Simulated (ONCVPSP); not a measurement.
Reading a pseudo-wave (bromine (Br))

Columns: radius, all-electron u(r) and pseudo u(r) of the 3d shell (level -72.08 eV) of bromine in the configuration [Ne] 3s2 3p6 3d10 4s2 4p4.5; PBE, scalar-relativistic, ONCV scheme, ONCVPSP 4.0.1.

```json
{"r (bohr)": "0.053", "all-electron": "0.0594", "pseudo": "0.0177"}
{"r (bohr)": "0.105", "all-electron": "0.2682", "pseudo": "0.1227"}
{"r (bohr)": "0.158", "all-electron": "0.5533", "pseudo": "0.3539"}
{"r (bohr)": "0.210", "all-electron": "0.8204", "pseudo": "0.6649"}
{"r (bohr)": "0.262", "all-electron": "1.0330", "pseudo": "0.9770"}
{"r (bohr)": "0.315", "all-electron": "1.1815", "pseudo": "1.2167"}
{"r (bohr)": "0.368", "all-electron": "1.2654", "pseudo": "1.3411"}
{"r (bohr)": "0.420", "all-electron": "1.2957", "pseudo": "1.3624"}
{"r (bohr)": "0.473", "all-electron": "1.2855", "pseudo": "1.3215"}
{"r (bohr)": "0.525", "all-electron": "1.2470", "pseudo": "1.2588"}
{"r (bohr)": "0.578", "all-electron": "1.1885", "pseudo": "1.1899"}
{"r (bohr)": "0.630", "all-electron": "1.1195", "pseudo": "1.1191"}
{"r (bohr)": "0.683", "all-electron": "1.0428", "pseudo": "1.0425"}
{"r (bohr)": "0.735", "all-electron": "0.9652", "pseudo": "0.9648"}
{"r (bohr)": "0.788", "all-electron": "0.8864", "pseudo": "0.8861"}
{"r (bohr)": "0.840", "all-electron": "0.8113", "pseudo": "0.8110"}
{"r (bohr)": "0.893", "all-electron": "0.7382", "pseudo": "0.7379"}
{"r (bohr)": "0.945", "all-electron": "0.6706", "pseudo": "0.6704"}
{"r (bohr)": "0.998", "all-electron": "0.6064", "pseudo": "0.6062"}
{"r (bohr)": "1.050", "all-electron": "0.5481", "pseudo": "0.5479"}
{"r (bohr)": "1.102", "all-electron": "0.4945", "pseudo": "0.4943"}
{"r (bohr)": "1.155", "all-electron": "0.4445", "pseudo": "0.4444"}
{"r (bohr)": "1.208", "all-electron": "0.3991", "pseudo": "0.3989"}
{"r (bohr)": "1.260", "all-electron": "0.3586", "pseudo": "0.3584"}
{"r (bohr)": "1.313", "all-electron": "0.3212", "pseudo": "0.3211"}
{"r (bohr)": "1.365", "all-electron": "0.2881", "pseudo": "0.2880"}
```

(1) How many radial nodes do the two functions have?

(2) At about which radius was the pseudo-wave matched?

(3) Is the pseudo-wave norm-conserving?

## Answers

(1) The all-electron 3d function has n − l − 1 = 0; the pseudo-wave has 0.

(2) 0.65 bohr, where the columns begin to agree (steps of 0.05 bohr).

(3) Yes: the ONCV scheme keeps the norm inside the radius equal to the all-electron one, which fixes the energy derivative of the logarithmic derivative at the level.
